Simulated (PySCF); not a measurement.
**Frontier orbitals and the lowest excitations**

Compound: Zr(vinyl)4, C₈H₁₂Zr (singlet state).
Z-matrix (Å and degrees, PBE0-D3(BJ)/def2-SVP geometry), rows numbered from 1:
```
Zr
C   1  2.1935
C   2  1.3430  1   99.40
H   2  1.0967  1  141.33  3  -173.03
H   3  1.1086  2  121.60  1     5.40
H   3  1.0999  2  125.57  1  -174.94
C   1  2.1915  2  107.16  3   -69.61
C   7  1.3428  1   98.57  2   -67.18
H   7  1.0964  1  142.06  2   119.81
H   8  1.1092  7  121.60  1     5.39
H   8  1.0997  7  125.82  1  -174.93
C   1  2.1930  2  110.60  3   169.62
C  12  1.3429  1   99.25  2   -53.83
H  12  1.0967  1  141.49  2   118.74
H  13  1.1088 12  121.58  1    -5.64
H  13  1.0999 12  125.75  1   174.73
C   1  2.1948  2  111.10  3    50.93
C  17  1.3429  1   99.42  2  -173.50
H  17  1.0967  1  141.47  2     0.32
H  18  1.1087 17  121.56  1    -4.94
H  18  1.1000 17  125.71  1   175.48
```

Level of theory: PySCF, TDDFT B3LYP/def2-SVPD, vertical, gas phase, core orbitals frozen in the response, def2 core potentials past Kr. Spin–orbit coupling is left out.

Kohn–Sham orbitals with the atoms that hold most of them (Löwdin shares over 4%, at most four atoms; ? is withheld):

```tsv
orbital	ε (eV)	atoms
HOMO-3	-7.50	Zr1 24%, C2 17%, C17 12%, C12 10%
HOMO-2	-7.24	Zr1 21%, C2 17%, C7 16%, C3 7%
HOMO-1	-7.24	Zr1 21%, C12 17%, C17 15%, C13 7%
HOMO	-6.95	C17 13%, C2 12%, C7 12%, C12 11%
LUMO	-1.38	?
LUMO+1	-1.34	Zr1 49%, C8 11%, C3 11%, C2 5%
LUMO+2	-0.71	Zr1 14%, C13 14%, C12 14%, C17 13%
```

Question: Give the leading atoms of the LUMO.

Answer: Zr1 (bonded to 4 C) 43%; C18 (bonded to C and 2 H) 10%; C13 (bonded to C and 2 H) 10%; C17 (bonded to C, Zr and H) 6%. By element: zirconium 43%, carbon 27% or more.

Within 0.005 eV of a neighbour in this list lie HOMO-2/HOMO-1.

Question: How does S1 compare with the orbital gap of 5.57 eV?

Answer: S1 is at 4.48 eV (f = 0.0000), 1.09 eV below the gap, made of HOMO→LUMO+1 (72%), HOMO→LUMO (26%). Its leading pair isn't HOMO and LUMO; the energies of that pair differ by 5.61 eV. Without the coupling terms of the response equations the lowest excitation would equal the gap.

For S1 the Löwdin share of zirconium is at most 12% in HOMO and 49% in LUMO+1.

Next come S2 at 4.51 eV (f 0.0006), HOMO→LUMO (70%), HOMO→LUMO+1 (26%); S3 at 4.59 eV (f 0.0049), HOMO-2/HOMO-1→LUMO (≥48%), HOMO-2/HOMO-1→LUMO+1 (≥38%); S4 at 4.60 eV (f 0.0044), HOMO-2/HOMO-1→LUMO+1 (≥79%); S5 at 4.76 eV (f 0.0043), HOMO-2/HOMO-1→LUMO (≥80%).

Orbitals of the list HOMO-3 to LUMO+2 that lie within 0.01 eV of each other are written together with a slash and their weights summed (≥ marks a lower bound); for degenerate orbitals outside that list single weights are arbitrary.

Löwdin shares depend on the basis, the more so with diffuse functions.
